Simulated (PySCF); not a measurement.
Dipole moment of molecules with a metal or metalloid centre, at PBE and at CAM-B3LYP.

Values in D, from PySCF. Where two bases are given, the first is that of PBE. CAM-B3LYP is a level with its own limits.

```tsv
system	basis	PBE	CAM-B3LYP	PBE − CAM-B3LYP
Se(OH)(GeH3) singlet	def2-TZVP	1.56	1.79	-0.23
B(Cl)(OH)(OSiH3) singlet	def2-TZVP	1.29	1.32	-0.03
Si(Cl)(I)2(Me) singlet	def2-TZVP	1.68	1.74	-0.06
Si(F)2(NH2)2 singlet	def2-TZVP	2.70	2.78	-0.08
Ge(F)(I) singlet	def2-TZVP	1.82	2.16	-0.35
Ga(F)(Cl)(Vi) singlet	def2-TZVP	3.23	3.35	-0.12
B(F)2(nBu) singlet	def2-TZVP	1.77	1.89	-0.13
[SiH3]/C=C\S singlet	def2-TZVP	0.49	0.56	-0.07
CC(=O)C[SiH2]c1ccco1 singlet	def2-SVP	2.91	3.06	-0.15
O=Cc1ccc(O[SiH3])cc1 singlet	def2-SVP	3.61	3.40	0.21
C=C[SiH2][Si](C)(C)C singlet	def2-SVP	0.93	0.81	0.12
CO[SiH2]CC(C)C singlet	def2-SVP	0.59	0.73	-0.13
```

The mean difference from CAM-B3LYP is -0.08 D (median -0.10) and the mean absolute one 0.14 D (median 0.12); PBE lies above in 2 and below in 10 of 12 cases. It is closest for B(Cl)(OH)(OSiH3) singlet (-0.03), Si(Cl)(I)2(Me) singlet (-0.06), [SiH3]/C=C\S singlet (-0.07) and furthest off for Ge(F)(I) singlet (-0.35), Se(OH)(GeH3) singlet (-0.23), O=Cc1ccc(O[SiH3])cc1 singlet (0.21).
